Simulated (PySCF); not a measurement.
**Radial density of Cl⁺ (chlorine, charge +1)**

UHF, [Ne] 3s2 3p4, high-spin 3P determinant. Calculation: PySCF 2.14, in 6-31G* (4s3p1d, 18 functions); the non-relativistic Hamiltonian (point nucleus).

| r (bohr) | 4πr²ρ (e/bohr) | 4πr²(ρα − ρβ) |
| --- | --- | --- |
| 0.00170 | 0.1080 | 0.0000 |
| 0.00285 | 0.2983 | 0.0000 |
| 0.00480 | 0.7954 | 0.0001 |
| 0.00808 | 2.002 | 0.0002 |
| 0.0136 | 4.714 | 0.0006 |
| 0.0228 | 9.733 | 0.0017 |
| 0.0384 | 16.37 | 0.0065 |
| 0.0646 | 19.59 | 0.0274 |
| 0.109 | 15.38 | 0.1026 |
| 0.183 | 14.00 | 0.2492 |
| 0.308 | 19.38 | 0.2485 |
| 0.517 | 11.37 | 0.0011 |
| 0.870 | 3.561 | 0.6436 |
| 1.46 | 4.172 | 1.3669 |
| 2.46 | 1.227 | 0.4360 |
| 4.14 | 0.06006 | 0.0203 |
| 6.97 | 5.025e-05 | 0.0000 |
